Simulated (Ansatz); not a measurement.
Energy profile

The step: Si₂H₆ ([SiH3][SiH3]) + CH₄ → CH₈Si₂ ([CH3][SiH2][SiH3]) + H₂; bonds formed: Si1–C7, H2–H6; bonds broken: Si1–H2, H6–C7 (atoms numbered as in the saddle structure below).

```
atom    x (Å)    y (Å)    z (Å)
 Si1  -0.7352   0.0352   0.3017
  H2  -0.1326  -1.5320  -0.1587
  H3  -2.0235  -0.6440   0.5997
  H4  -1.1552   1.4990   0.2320
 Si5   1.0318  -0.0648   1.8241
  H6  -0.1743  -0.7725  -1.0242
  C7  -0.3040   0.3193  -1.8031
  H8   2.2939  -0.0586   1.0314
  H9   0.9635  -1.3377   2.5891
 H10   1.0730   1.0834   2.7736
 H11   0.0626  -0.3473  -2.5955
 H12   0.3968   1.1461  -1.6917
 H13  -1.2970   0.6740  -2.0783
```

Electronic energies by CCSD(T) at an estimated basis limit (MP2 extrapolated from triple and quadruple zeta, plus CCSD(T) − MP2 in triple zeta), on PBE0-D4/def2-TZVP structures; CH$_{10}$Si$_{2}$, closed shell; no counterpoise correction. Ansatz 0.2.0; basis: def2-TZVPP and def2-QZVPP; cores frozen in the correlated methods. Extrapolation: Hartree–Fock as exp(−7.88 √X), correlation as X^−2.97.

(1) Give the profile in kcal/mol, counted from the separated reactants. (Judge from chemistry; the value comes from the calculation.)

T1 diagnostic: at most 0.013.

## Answers

(1) By the calculation:
```tsv
point	kcal/mol
separated: Si$_{2}$H$_{6}$ (linked as [SiH3][SiH3]; Si1, H2, H3, H4, Si5, H8, H9, H10; singlet) + CH$_{4}$ (H6, C7, H11, H12, H13; singlet)	0.00
start structure	-1.03
saddle	79.38
end structure	6.40
separated: CH$_{8}$Si$_{2}$ (linked as [CH3][SiH2][SiH3]; Si1, H3, H4, Si5, C7, H8, H9, H10, H11, H12, H13; singlet) + H$_{2}$ (H2, H6; singlet)	6.96
```

For scale, one of the runs: CCSD(T)/def2-TZVPP, 255 basis functions, launched by `ansatz run in.yaml --threads 4 --pin off --events-out ev --progress --plain --max-ram 9574MiB`. Hardware: 4 CPU threads of an Arm Neoverse V1, shared host. Wall time 90 s; peak host memory 5.3 GiB.
